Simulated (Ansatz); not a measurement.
Consider the redistribution: `[OH][Mg][SH]` + `N[CH]([SiH3])[SbH2]` → `[NH2][Mg][OH]` + `[SiH3][CH](S)[SbH2]`.

Program: Ansatz. Geometries: PBE0-D4/def2-TZVP. ΔE: electronic, gas phase. CCSD(T)/CBS is the MP2 limit (def2-TZVPP, def2-QZVPP) plus CCSD(T) − MP2 in def2-TZVPP, frozen cores. Functionals use def2-TZVPP. B3LYP here is the variant with VWN-RPA as its local correlation; programs differ in this. Elements past krypton have def2 core potentials. For Mg, Sb outer-core shells are correlated without core-valence functions, which leaves a few kJ/mol of doubt a bond. One conformer a species, not always the lowest.

| level | ΔE (kJ/mol) |
| --- | --- |
| ωB97M-V | 37.9 |
| B3LYP | 43.2 |
| CCSD(T)/def2-TZVPP | 36.5 |
| HF/CBS(def2) | 51.8 |

**Question.** What does CCSD(T)/CBS give? (An estimate is asked.)

**Answer.** Ansatz gave: +33.3 kJ/mol. The listed levels differ from it by 4.6, 9.9, 3.2, 18.5 kJ/mol.

Largest T1 diagnostic among the species: 0.013.

In def2-TZVPP, CCSD(T) changes the Hartree–Fock value by −16.1 kJ/mol (the triples alone add −1.8 kJ/mol) and MP2 by −24.5 kJ/mol. The D4 term adds −5.0 kJ/mol with B3LYP and −2.5 kJ/mol with PBE0; it sums over pairs of atoms, weighted by their polarisabilities, and B3LYP, whose exchange is more repulsive, gets the larger term.
